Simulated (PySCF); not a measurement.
# Electron correlation in Sn⁺ (tin, charge +1)

[Kr] 4d10 5s2 5d1, 2D determinant (an excited configuration). All numbers are calculated (PySCF 2.14, scalar relativity by spin-free X2C-1e, in aug-cc-pVTZ-DK3 (8s7p5d2f, 68 functions)). Frozen: [Kr] 4d10; 3 electrons correlated.

MP2 pair energies summed by pair of shells (mhartree):

```csv
pair,energy,share (%)
5s-5s,-24.40,65.8
5s-5d,-12.66,34.2
```

Total MP2 correlation energy: -37.06 mhartree.

Same-spin part -3.82 and opposite-spin part -33.24 mhartree; SCS-MP2 scales them by 1/3 and 6/5 to -41.16 mhartree.
